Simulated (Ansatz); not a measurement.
Species: sum formula SiN₃H₆, charge 0, multiplicity 2. It need not be the lowest isomer of its formula. SMILES: N[Si](N)N
Geometry from a B3LYP-D3(BJ)/def2-TZVP (Ansatz, a program for electronic structure) optimisation:
```xyz
10

N      0.4682     1.3125    -0.8422
Si    -0.0709     0.1886     0.3602
N      1.1467    -1.0327     0.5191
N     -1.5038    -0.5755    -0.2418
H      0.9933     2.1327    -0.5825
H     -0.1408     1.4960    -1.6262
H      1.2697    -1.5280     1.3884
H      2.0280    -0.8874     0.0483
H     -2.4153    -0.1996    -0.0321
H     -1.5206    -1.5840    -0.2852
```
Charge 0, spin multiplicity 2.

Parts of the frozen-core correlation energy in cc-pV(D+d)Z (Ansatz, hartree). Frozen orbitals: 8; correlated occupied orbitals by spin: 13 and 12; virtual: 74 and 75. UHF or UKS for open shells. No spin-orbit coupling. Non-relativistic.

```
term                            value
-------------------------  ----------
reference (HF)             -455.83299
MP2 opposite-spin            -0.44583
MP2 same-spin                -0.14960
CCSD correlation             -0.63440
(T)                          -0.01630
T1 diagnostic                   0.015
largest doubles amplitude       0.023
<S^2> of the reference          0.756
```
